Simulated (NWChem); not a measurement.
Species: SF anion

```xyz
2

F      0.0000     0.0000    -1.1246
S      0.0000     0.0000     0.6360
```
Atoms are numbered in this order, from 1.

All runs: NWChem. Sets without diffuse functions describe the anion's extra electron poorly. Coordinates come from a B3LYP/def2-SVPD optimisation. Vzz is the largest principal value of the second derivative of the potential at the nucleus (NWChem prints the opposite sign); η is the asymmetry. Non-relativistic.

Problem. Predict the results for Hartree-Fock/cc-pVTZ. Quantities: Vzz S2 (a.u.); η S2.

Solution. 
```yaml
Vzz S2 (a.u.): 5.662
"η S2": 0.00
```
